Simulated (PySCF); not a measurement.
Dipole response of Ti- (titanium, charge -1)

[Ar] 3d3 4s2, high-spin 4F determinant. All numbers are calculated (PySCF 2.14, no relativity, point nucleus, in aug-cc-pVTZ). Coupled (time-dependent) response in atomic units; α is the mean over directions.

| method | mean α (bohr³) | C₆ (like pair) | S(−4) |
| --- | --- | --- | --- |
| wB97M-V | 457.0 | 9158 | 168500 |

S(−4) is the Cauchy moment in α(ω) = α(0) + S(−4) ω² + …

α(iu) at wB97M-V:

```
u (hartree)  α(iu) (bohr³)
          0          457.0
     0.0500          254.0
      0.100          123.9
      0.200          48.81
      0.300          27.29
      0.500          12.97
      0.750          7.237
       1.00          4.818
       1.50          2.707
       2.00          1.769
       3.00         0.9374
       5.00         0.3957
```

A single London oscillator, α(iu) = α/(1 + u²/ω²), gives C₆ = (3/4) ω α². Matching the computed C₆ needs ω = 4 × 9158 / (3 × 457.0²) = 0.0585 hartree.

For an ion, C₆ is the dispersion term alone; charge-induced terms of lower order in 1/R come first.
